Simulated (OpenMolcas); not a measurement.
## Levels of V2+ by method

```
Program             : OpenMolcas
Basis               : ANO-L-VQZP [7s6p4d3f2g]
Scalar Hamiltonian  : non-relativistic, point nucleus
Active space        : 3 electrons in 5 orbitals (3d)
State averaging     : 2S+1 = 4 even, 10 roots; 2S+1 = 2 even, 40 roots
Spin-orbit coupling : RASSI with atomic mean-field integrals over the reference wave functions, term energies averaged over their components
```

Methods on the same reference wave functions:
A. CASSCF
B. SS-CASPT2, IPEA 0.25 Eh, imaginary shift 0.1 Eh (closed shells correlated: 3s 3p)
C. MS-CASPT2, IPEA 0.25 Eh, imaginary shift 0.1 Eh (closed shells correlated: 3s 3p)

Energies in cm⁻¹ above 3d³ ⁴F_3/2, the measured ground level; measured values from Sugar and Corliss, J. Phys. Chem. Ref. Data 7, 1191 (1978).

```csv
Level,A,B,C,Measured
3d³ ⁴F_3/2,0.0,0.0,0.0,0.0
3d³ ⁴F_5/2,155,156,156,146
3d³ ⁴F_7/2,369,371,371,342
3d³ ⁴F_9/2,639,639,639,584
3d³ ⁴P_1/2,14984,12320,12310,11514
3d³ ⁴P_3/2,15060,12390,12380,11592
3d³ ²G_7/2,15132,11920,11920,11966
3d³ ⁴P_5/2,15233,12560,12560,11770
3d³ ²G_9/2,15360,12150,12150,12187
3d³ ²P_1/2,19979,16610,15640,15580
3d³ ²H_9/2,19998,16910,17170,16811
3d³ ²P_3/2 [73 %],20085,17030,15670,
3d³ ²H_11/2,20176,17090,17350,16978
3d³ ²D_3/2(1) [73 %],21699,16220,16590,
3d³ ²D_5/2(1),21883,16700,16700,16375
3d³ ²F_7/2,34508,28410,28410,27728
3d³ ²F_5/2,34607,28510,28510,27847
3d³ ²D_5/2(2),53843,44160,44170,42267
3d³ ²D_3/2(2),53961,44270,44300,42371
```

Deviations, from unrounded energies. A percentage is the sum of absolute deviations over the sum of measured energies, with the sign that they share, or ± where signs differ.

```
                        Against measurement  Levels      A     B     C
             mean absolute deviation (cm-1)      16   4400   580   550
      fine structure of the ground term (%)       3   +8.7  +9.0  +9.0
other terms of the ground configuration (%)      13  +26.3  ±3.5  ±3.3
```

B, C lie about equally close to measurement and A furthest from it. The largest miss of C in the table is 3d³ ²D_3/2(2), by +1900 cm-1. The ranking rests on the paired levels alone, and a cruder setting can come out closer through cancelling errors.

Between B and C the level of the table that moves most is 3d³ ²P_3/2 [73 %], by 1400 cm-1 (lowest in C, highest in B). Moves below CASPT2's spread within the term are not significant.

The mean deviations of B to C differ by less than CASPT2's widest spread within a term (940 cm-1), so their order carries little weight.

From A to B the spin-free energies of the other terms of 3d³ shown, above ⁴F, scale by factors of 0.76 to 0.84, as is usual when dynamic correlation screens the repulsion within a d or f shell.

The lowest spin-free term lies below A's lowest term by 0.336 hartree in B, 0.336 hartree in C.

CASPT2 breaks the degeneracy within a term, and the mean is taken; among the terms shown or strongly mixed into the levels shown the widest spread is 940 cm-1 (3d³ ⁴F, C). Without dynamic correlation excited terms often stand tens of per cent too high (terms of higher spin than the ground term too low), and those without a measured partner can miss by more than the paired ones (holds for A). Some levels mix across a computed gap that differs much from the measured one, so their mixing is not that of the real levels (holds for A). The CASPT2 spread within a term exceeds the gap to the next term for 3d³ ²D(1) and 3d³ ²P, 3d³ ²P and 3d³ ²H, so the order of their levels is uncertain, and so are names and mixing where such terms share a J (holds for B). Measured partners are found by configuration, term and J. A level has none where our copy of the source lacks it or the pairing is in doubt (some pairs that miss far off the trend of their configuration count as doubtful), and it then counts in no deviation. Only configurations of the active space appear.

A share in square brackets marks a mixed level and gives the weight of the term that names it, the lowest over the columns. A number in round brackets counts repeated terms of one configuration in the order of the reference energies.
